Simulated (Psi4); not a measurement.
N₂, singlet, geometry from GFN2-xTB; WB97X-V/6-31G** (Psi4).

Input for Psi4:
```
memory 2 GB

molecule {
0 1
  N    -0.00000000   -0.00000000   -0.54911021
  N     0.00000000    0.00000000    0.54911021
}

set basis 6-31g**
set scf_type pk
set puream true
set d_convergence 1e-8
set dft_radial_points 99
set dft_spherical_points 590

energy('wb97x-v')
print_variables()
```

What the program printed (banner, timings and long lists left out):

```
   => Loading Basis Set <=

    Name: 6-31G**
    Role: ORBITAL
    Keyword: BASIS

         ---------------------------------------------------------
                                   SCF
               by Justin Turney, Rob Parrish, Andy Simmonett
                          and Daniel G. A. Smith
                              RKS Reference
         ---------------------------------------------------------

  ==> Geometry <==

    Molecular point group: d2h
    Full point group: D_inf_h

    Geometry (in Angstrom), charge = 0, multiplicity = 1:

       Center              X                  Y                   Z               Mass
    ------------   -----------------  -----------------  -----------------  -----------------
         N            0.000000000000     0.000000000000    -0.549110210000    14.003074004430
         N            0.000000000000     0.000000000000     0.549110210000    14.003074004430

  Running in d2h symmetry.

  Rotational constants: A = ************  B =      1.99629  C =      1.99629 [cm^-1]
  Rotational constants: A = ************  B =  59847.33028  C =  59847.33028 [MHz]
  Nuclear repulsion =   23.610636672399512

  Charge       = 0
  Multiplicity = 1
  Electrons    = 14
  Nalpha       = 7
  Nbeta        = 7

  ==> Algorithm <==

  SCF Algorithm Type is PK.
  DIIS enabled.
  MOM disabled.
  Fractional occupation disabled.
  Guess Type is SAD.
  Energy threshold   = 1.00e-06
  Density threshold  = 1.00e-08
  Integral threshold = 1.00e-12

  ==> Primary Basis <==

  Basis Set: 6-31G**
    Blend: 6-31G**
    Number of shells: 12
    Number of basis functions: 28
    Number of Cartesian functions: 30
    Spherical Harmonics?: true
    Max angular momentum: 2

  ==> DFT Potential <==

   => LibXC <=

    Version 7.1.2
    S. Lehtola, C. Steigemann, M. J. T. Oliveira, and M. A. L. Marques,  SoftwareX 7, 1–5 (2018) (10.1016/j.softx.2017.11.002)

   => Composite Functional: WB97X-V <=

    wB97X-V Hyb-GGA Exchange-Correlation Functional

    N. Mardirossian and M. Head-Gordon,  Phys. Chem. Chem. Phys. 16, 9904–9924 (2014) (10.1039/C3CP54374A)

    Deriv               =              1
    GGA                 =           TRUE
    Meta                =          FALSE

    Exchange Hybrid     =           TRUE
    MP2 Hybrid          =          FALSE

   => Exchange-Correlation Functionals <=

    1.0000   wB97X-V range-separated functional

   => Exact (HF) Exchange <=

    0.8330            HF,LR [omega = 0.3000]
    0.1670               HF

   => LibXC Density Thresholds  <==

    XC_HYB_GGA_XC_WB97X_V:  1.00E-14

   => VV10 Non-Local Parameters <=

    VV10 B              =     6.0000E+00
    VV10 C              =     1.0000E-02

   => Molecular Quadrature <=

    Radial Scheme          =       TREUTLER
    Pruning Scheme         =           NONE
    Nuclear Scheme         =       TREUTLER

    Blocking Scheme        =         OCTREE
    BS radius alpha        =              1
    Pruning alpha          =              1
    Radial Points          =             99
    Spherical Points       =            590
    Total Points           =         107780
    Total Blocks           =            890
    Max Points             =            256
    Max Functions          =             28
    Weights Tolerance      =       1.00E-15

  ==> Integral Setup <==

  Using in-core PK algorithm.
   Calculation information:
      Number of atoms:                   2
      Number of AO shells:              12
      Number of primitives:             30
      Number of atomic orbitals:        30
      Number of basis functions:        28

      Integral cutoff                 1.00e-12
      Number of threads:                 1

  Performing in-core PK
  Using 247863 doubles for integral storage.
  We computed 3081 shell quartets total.
  Whereas there are 3081 unique shell quartets.

  Computing range-separated integrals for PK
  We computed 3081 wK shell quartets total.
  Whereas there are 3081 wK unique shell quartets.

  ==> DiskJK: Disk-Based J/K Matrices <==

    J tasked:                  Yes
    K tasked:                  Yes
    wK tasked:                 Yes
    Omega:               3.000E-01
    Schwarz Cutoff:          1E-12

  Minimum eigenvalue in the overlap matrix is 1.0605548115E-02.
  Reciprocal condition number of the overlap matrix is 3.5575989087E-03.
    Using symmetric orthogonalization.

  ==> Pre-Iterations <==

  SCF Guess: Superposition of Atomic Densities via on-the-fly atomic UHF (no occupation information).

   -------------------------
    Irrep   Nso     Nmo
   -------------------------
     Ag         7       7
     B1g        1       1
     B2g        3       3
     B3g        3       3
     Au         1       1
     B1u        7       7
     B2u        3       3
     B3u        3       3
   -------------------------
    Total      28      28
   -------------------------

  ==> Iterations <==

                        Total Energy        Delta E     RMS |[F,P]|

   @RKS iter SAD:  -108.77043660504066   -1.08770e+02   0.00000e+00
   @RKS iter   1:  -109.48214484207597   -7.11708e-01   1.09159e-02 ADIIS/DIIS
   @RKS iter   2:  -109.49026911172493   -8.12427e-03   3.09665e-03 ADIIS/DIIS
   @RKS iter   3:  -109.49088772621579   -6.18614e-04   4.20075e-04 ADIIS/DIIS
   @RKS iter   4:  -109.49089825289052   -1.05267e-05   6.22825e-05 DIIS
   @RKS iter   5:  -109.49089859032483   -3.37434e-07   4.65101e-06 DIIS
   @RKS iter   6:  -109.49089859289381   -2.56898e-09   3.76627e-07 DIIS
   @RKS iter   7:  -109.49089859291225   -1.84315e-11   3.08954e-08 DIIS
   @RKS iter   8:  -109.49089859291246   -2.13163e-13   1.04432e-09 DIIS
  Energy and wave function converged.

  ==> Post-Iterations <==

   Electrons on quadrature grid:
      Ntotal   =   14.0000000385 ; deviation = 3.849e-08

    Orbital Energies [Eh]
    ---------------------

    Doubly Occupied:

       1Ag   -14.528541     1B1u  -14.527012     2Ag    -1.252926
       2B1u   -0.665914     1B2u   -0.570514     1B3u   -0.570514
       3Ag    -0.535194

    Virtual:

       1B3g    0.089168     1B2g    0.089168     3B1u    0.523148
       4Ag     0.709372     2B3u    0.723761     2B2u    0.723761
       5Ag     0.839778     2B3g    0.875373     2B2g    0.875373
       4B1u    0.951118     5B1u    1.404541     1B1g    1.555032
       6Ag     1.555033     3B3u    1.668411     3B2u    1.668411
       1Au     2.057326     6B1u    2.057326     7Ag     2.596344
       3B2g    2.715723     3B3g    2.715723     7B1u    2.969146

    Final Occupation by Irrep:
             Ag   B1g   B2g   B3g    Au   B1u   B2u   B3u
    DOCC [     3,    0,    0,    0,    0,    2,    1,    1 ]
    NA   [     3,    0,    0,    0,    0,    2,    1,    1 ]
    NB   [     3,    0,    0,    0,    0,    2,    1,    1 ]

  @RKS Final Energy:  -109.49089859291246

   => Energetics <=

    Nuclear Repulsion Energy =             23.6106366723995116
    One-Electron Energy =                -194.3912056522456737
    Two-Electron Energy =                  70.9135285984605304
    DFT Exchange-Correlation Energy =      -9.6828600884760831
    Empirical Dispersion Energy =           0.0000000000000000
    VV10 Nonlocal Energy =                  0.0590018769492494
    Total Energy =                       -109.4908985929124583

Computation Completed

Properties will be evaluated at   0.000000,   0.000000,   0.000000 [a0]

Properties computed using the SCF density matrix

 Multipole Moments:

 ------------------------------------------------------------------------------------
     Multipole            Electronic (a.u.)      Nuclear  (a.u.)        Total (a.u.)
 ------------------------------------------------------------------------------------

 L = 1.  Multiply by 2.5417464519 to convert [e a0] to [Debye]
 Dipole X            :          0.0000000            0.0000000            0.0000000
 Dipole Y            :          0.0000000            0.0000000            0.0000000
 Dipole Z            :          0.0000000            0.0000000            0.0000000
 Magnitude           :                                                    0.0000000

 ------------------------------------------------------------------------------------

  Variable Map:
  ----------------------------------------------------------------------------
  "CURRENT ENERGY"              =>    -109.490898592912
  "CURRENT REFERENCE ENERGY"    =>    -109.490898592912
  "DD SOLVATION ENERGY"         =>       0.000000000000
  "DFT FUNCTIONAL TOTAL ENERGY" =>    -109.490898592912
  "DFT TOTAL ENERGY"            =>    -109.490898592912
  "DFT VV10 ENERGY"             =>       0.059001876949
  "DFT XC ENERGY"               =>      -9.682860088476
  "GRID ELECTRONS ALPHA"        =>       7.000000019246
  "GRID ELECTRONS BETA"         =>       7.000000019246
  "GRID ELECTRONS TOTAL"        =>      14.000000038491
  "NUCLEAR REPULSION ENERGY"    =>      23.610636672400
  "ONE-ELECTRON ENERGY"         =>    -194.391205652246
  "PCM POLARIZATION ENERGY"     =>       0.000000000000
  "PE ENERGY"                   =>       0.000000000000
  "SCF ITERATION ENERGY"        =>    -109.490898592912
  "SCF ITERATIONS"              =>       8.000000000000
  "SCF TOTAL ENERGY"            =>    -109.490898592912
  "TWO-ELECTRON ENERGY"         =>      70.913528598461
  "XC GRID RADIAL POINTS"       =>      99.000000000000
  "XC GRID SPHERICAL POINTS"    =>     590.000000000000
  "XC GRID TOTAL POINTS"        =>  107780.000000000000

  Array Variable Map:
  ----------------------------------------------------------------------------
  "CURRENT DIPOLE"              =>       0.000000000000 ... 0.000000000000 1 by 3
  "SCF DIPOLE"                  =>       0.000000000000 ... 0.000000000000 1 by 3
  "SCF TOTAL ENERGIES"          =>    -108.770436605041 ... -109.490898592912 1 by 9
```
